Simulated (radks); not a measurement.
The numbers below are computed, except where a source is named.
Q: Species: Ne. Configuration: [Ne]. Code: a radial shooting solver on a logarithmic mesh with Libxc functionals. Model: scalar-relativistic Kohn-Sham, PBE, spin-polarised, spherical densities, finite nucleus; Fermi nuclear charge, rms radius 3.0055 fm. Some entries of the table are withheld. Estimate them.

orbital,occ.,eigenvalue (hartree),<r> (bohr),<1/r> (bohr^-1)
1s,2,(1),0.1579,9.628
2s,2,-1.33786,0.8970,1.637
2p,6,-0.49002,0.9815,(2)

A: 
(1) 1s eigenvalue (hartree): -30.53149
(2) 2p <1/r> (bohr^-1): 1.437
